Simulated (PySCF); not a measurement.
From one molecule to another.

First species: undecacarbon chain, C11 (singlet state).
Structure used (PBE0-D3(BJ)/def2-SVP), in Å, numbered top down from 1:
```xyz
11
C11 angstrom
C      5.4557   -3.1398    1.5034
C      4.3588   -2.5121    1.2382
C      3.2571   -1.8827    0.9684
C      2.1730   -1.2626    0.7021
C      1.0847   -0.6340    0.4307
C      0.0000   -0.0085    0.1594
C     -1.0844    0.6183   -0.1105
C     -2.1725    1.2474   -0.3796
C     -3.2509    1.8766   -0.6473
C     -4.3468    2.5161   -0.9157
C     -5.4370    3.1549   -1.1795
```

Second species: C4H14Si3.
SMILES: `C=C(C)C([SiH3])([SiH3])[SiH3]`

Levels: CAM-B3LYP/def2-SVPD for dipole moment, HOMO energy, LUMO energy, HOMO–LUMO gap, static isotropic polarisability and electronic spatial extent ⟨r²⟩ about the centre of nuclear charge; TDDFT CAM-B3LYP/def2-SVPD for lowest singlet excitation; TDA CAM-B3LYP/def2-SVPD for lowest triplet excitation (Tamm–Dancoff); PBE0-D3(BJ)/def2-SVP for smallest rotational constant. Geometries: PBE0-D3(BJ)/def2-SVP. All species are isolated and taken at one optimised geometry, non-relativistic unless stated; the electronic structure was computed with PySCF and density fitting.

Dipoles, sizes and rotational constants follow the conformer. The torsions of the flexible species, by atom-mapped SMILES:
- `[CH2:1]=[C:2]([CH3:3])[C:4]([SiH3:5])([SiH3:6])[SiH3:7]`: C1–C2–C4–Si5 -151°

| property | column X | column Y |
| --- | --- | --- |
| dipole moment | 0.81 D | 0.00 D |
| HOMO energy | -8.35 eV | -8.61 eV |
| LUMO energy | 0.84 eV | -4.55 eV |
| HOMO–LUMO gap | 9.19 eV | 4.06 eV |
| lowest singlet excitation | 6.42 eV | 0.82 eV |
| lowest triplet excitation (Tamm–Dancoff) | 4.11 eV | 0.88 eV |
| static isotropic polarisability | 129.3 au | 317.9 au |
| electronic spatial extent ⟨r²⟩ about the centre of nuclear charge | 1453 bohr² | 4079 bohr² |
| smallest rotational constant | 1.137 GHz | 0.232 GHz |

Task: Which column belongs to which species?

Result: Column X is the second species and column Y the first. The first has 11 atoms and 66 electrons, the second 21 and 80.

Task: How does each property change from the first species to the second?

Result: dipole moment +0.81 D; HOMO energy +0.26 eV; LUMO energy +5.39 eV; HOMO–LUMO gap +5.13 eV; lowest singlet excitation +5.60 eV; lowest triplet excitation (Tamm–Dancoff) +3.23 eV; static isotropic polarisability -188.6 au; electronic spatial extent ⟨r²⟩ about the centre of nuclear charge -2626 bohr²; smallest rotational constant +0.905 GHz.

On the first: Point group D∞h forbids a permanent dipole, so the rigid molecule has no electric-dipole pure rotational spectrum. S1 lies 3.24 eV below the HOMO–LUMO gap.

On the second: S1 lies 2.77 eV below the HOMO–LUMO gap; its leading configuration is HOMO→LUMO, weight 0.91. The polarisability is 19.15 Å³ as a volume (1 au = 0.148185 Å³), or 1.62 au for each of the 80 electrons.
